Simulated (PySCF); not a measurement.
Compound: GaH2(NH2).
SMILES: `[H][Ga]([H])[NH2]`

Computed with PySCF 2.14.0, PBE0-D3(BJ)/def2-SVP geometry optimisation, gas phase.

Masses are those of the commonest isotopes; rigid-rotor values at the optimised geometry. 

(1) What are A, B and C (GHz)?

(2) What kind of rotor is it?

(3) What does the inertial defect say?

(4) Give the coordinates in the principal-axis frame, origin at the centre of mass.

(5) List the rotational levels J(Ka,Kc) to J = 4 (MHz).

(6) Which types of transition are allowed, and where do some lines up to J = 5 fall?

Results:

(1) Ia = 5.34, Ib = 48.88, Ic = 54.21 u·Å²; 505379 MHz·u·Å²/I gives 94725, 10340 and 9322 MHz, that is A = 94.725, B = 10.340, C = 9.3224 GHz.

(2) A near-prolate asymmetric top: κ = (2 × 10340 − 94725 − 9322)/(94725 − 9322) = -0.98.

(3) Planar: Δ = Ic − Ia − Ib = 0.00 u·Å². For a rigid frame Δ = −2 Σ m c², so it vanishes when all atoms lie in the ab plane; here none is more than 0.01 Å from it.

(4) The sense of each axis is arbitrary; atoms in the order of the calculation.
```
atom  mass (u)   a (Å)   b (Å)   c (Å)
 Ga1    68.926  -0.331   0.000   0.000
  H2     1.008  -1.040   1.393   0.002
  H3     1.008  -1.031  -1.398   0.001
  N4    14.003   1.481   0.000   0.001
  H5     1.008   2.049  -0.838  -0.006
  H6     1.008   2.055   0.835  -0.007
```

(5) Above 0(0,0):
J = 1: 1(0,1) 19662, 1(1,1) 104047, 1(1,0) 105065
J = 2: 2(0,2) 58978, 2(1,2) 142355, 2(1,1) 145407, 2(2,1) 398562, 2(2,0) 398571
J = 3: 3(0,3) 117929, 3(1,3) 199810, 3(1,2) 205915, 3(2,2) 457549, 3(2,1) 457595, 3(3,1) 882023, 3(3,0) 882023
J = 4: 4(0,4) 196487, 4(1,4) 276406, 4(1,3) 286581, 4(2,3) 536192, 4(2,2) 536329, 4(3,2) 960691, 4(3,1) 960691, 4(4,1) 1554930, 4(4,0) 1554930
Those of J = 1 are B + C, A + C and A + B.

(6) The dipole components are |μa| = 1.28 D, |μb| = 0.00 D, |μc| = 0.00 D; the symmetry axis of this C2v structure is a, so μb and μc vanish by symmetry and there are no b-type or c-type lines. Some lines, for components of 0.1 D or more:

| type | branch | J(Ka,Kc) | MHz | lower level (cm⁻¹) |
| --- | --- | --- | --- | --- |
| a | Q | 5(2,3) ← 5(2,4) | 320 | 21.164 |
| a | Q | 1(1,0) ← 1(1,1) | 1018 | 3.471 |
| a | Q | 2(1,1) ← 2(1,2) | 3053 | 4.748 |
| a | R | 2(0,2) ← 1(0,1) | 39316 | 0.656 |
| a | R | 3(0,3) ← 2(0,2) | 58951 | 1.967 |
| a | R | 4(1,4) ← 3(1,3) | 76596 | 6.665 |
| a | R | 5(1,5) ← 4(1,4) | 95729 | 9.220 |
| a | R | 5(4,2) ← 4(4,1) | 98332 | 51.867 |
| a | R | 5(3,2) ← 4(3,1) | 98344 | 32.045 |
| a | R | 5(1,4) ← 4(1,3) | 100815 | 9.559 |

No PBE0-D3(BJ)/def2-SVP frequencies stand behind this structure, so it isn't proved a minimum. These are rigid-rotor constants of the computed structure; measured ground-state constants (B0) also hold zero-point vibration. Quadrupole hyperfine structure (14N, 69Ga) is left out.
